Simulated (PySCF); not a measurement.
**Working with the constants of TeC**

RHF-CCSD(T) constants of TeC, ¹Σ⁺ (singlet), closed shell (Te x2c-SVPall, C x2c-SVPall; spin-free X2C with a Gaussian nucleus (PySCF 2.14); masses 129.9062 and 12.0000 u):

- ωe: 839.7 cm⁻¹
- ωexe: 4.23 cm⁻¹
- Be: 0.41807 cm⁻¹
- αe: 0.00271 cm⁻¹
- D (centrifugal): 4.15e-07 cm⁻¹
- De to Te + C: 4.43 eV

(1) Give the vibrational terms G(v) and spacings up to v = 6.

(2) How well does the Morse estimate ωe²/(4ωexe) reproduce De, and what is D0?

Correlated steps freeze 19 core orbitals. Correlated levels converge slowly with the basis: in double zeta they bind strong bonds too weakly, by up to about 1 eV, and carry superposition errors of some tenths. Spin–orbit coupling is left out, which matters for elements this heavy, above all for dissociation energies. Where the molecule has an RHF reference, its open-shell atoms are computed with UHF. The CCSD T1 diagnostic is raised, a sign that a single reference may not be enough here.

Results:

(1) G(v) = ωe(v+½) − ωexe(v+½)².

```csv
v,G(v) (cm⁻¹),G(v) − G(v−1),Bv (cm⁻¹)
0,418.8,,0.4167
1,1250.0,831.2,0.4140
2,2072.8,822.8,0.4113
3,2887.1,814.3,0.4086
4,3693.0,805.9,0.4059
5,4490.4,797.4,0.4032
6,5279.3,788.9,0.4005
```

(2) It gives 5.17 eV, 117 % of the computed De. D0 = De − G(0) = 4.43 − 0.05 = 4.38 eV.
